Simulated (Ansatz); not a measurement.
Geometry optimisation, RKS PBE/def2-SVP (Ansatz).

Input:

```yaml
crystal:
  periodic: [false, false, false]
  atoms:
    - { symbol: Ta, position_ang: [0.0, 0.0, 0.0] }
    - { symbol: F, position_ang: [1.93, 0.0, 0.0] }
    - { symbol: O, position_ang: [0.0, 0.0, 2.02] }
    - { symbol: H, position_ang: [-0.2547, -0.9174, 2.3571] }
    - { symbol: O, position_ang: [0.0, 0.0, -2.02] }
    - { symbol: H, position_ang: [-0.6343, -0.71, -2.3571] }
    - { symbol: O, position_ang: [-1.01, 1.7493, 0.0] }
    - { symbol: H, position_ang: [-1.4859, 1.8638, 0.8834] }
    - { symbol: O, position_ang: [-1.01, -1.7493, 0.0] }
    - { symbol: H, position_ang: [-1.6563, -1.7655, 0.776] }
basis:
  gaussian: { orbitals: def2-SVP }
hamiltonian:
  xc: pbe
relax:
  f_tol: 0.02
  max_steps: 40
```

Launched with:

```bash
$ ansatz run input.yaml --threads 4 --pin off --max-ram 5120MiB --backend cpu --events-out ev --progress --plain --runs-dir out
```

Q: Where does it end, and by what steps?

A: The run converged. The force dipped under the threshold on the way, but the program's further checks kept it going. After 23 steps the energy has fallen by 1.007 eV; H6 moved furthest, 1.22 Å.

| step | energy less start (eV) | largest force component (eV/Å) | accepted |
| --- | --- | --- | --- |
| 0 | 0.0000 | 1.888 | yes |
| 1 | -0.5941 | 2.332 | yes |
| 2 | -0.6863 | 2.177 | yes |
| 3 | -0.8698 | 0.536 | yes |
| 4 | -0.8719 | 1.207 | yes |
| 5 | -0.9106 | 0.550 | yes |
| 6 | -0.9122 | 0.408 | yes |
| 7 | -0.9231 | 0.110 | yes |
| 8 | -0.9258 | 0.106 | yes |
| 9 | -0.9301 | 0.244 | yes |
| 10 | -0.9294 | 0.740 | no |
| 11 | -0.9359 | 0.186 | yes |
| 12 | -0.9433 | 0.376 | yes |
| 13 | -0.9485 | 0.598 | yes |
| 14 | -0.9604 | 0.243 | yes |
| 15 | -0.9946 | 0.108 | yes |
| 16 | -0.9973 | 0.128 | yes |
| 17 | -0.9846 | 0.929 | no |
| 18 | -1.0048 | 0.041 | yes |
| 19 | -1.0062 | 0.104 | yes |
| 20 | -1.0032 | 0.356 | no |
| 21 | -1.0073 | 0.013 | yes |
| 22 | -1.0074 | 0.027 | yes |
| 23 | -1.0075 | 0.013 | yes |

```xyz
10
Properties=species:S:1:pos:R:3
Ta -0.361 -0.157 -0.020
F 1.556 -0.398 -0.032
O -0.100 -0.216 1.911
H 0.714 -0.324 2.432
O -0.206 -0.154 -1.928
H 0.450 -0.231 -2.639
O -1.213 1.564 0.075
H -1.420 1.964 0.939
O -1.621 -1.608 0.033
H -1.920 -1.968 0.888
```

Whether the end is a true minimum wasn't checked by a vibrational analysis.

The run took 38 s on 4 threads of Arm Neoverse V1 (shared host), peak memory 0.15 GiB.
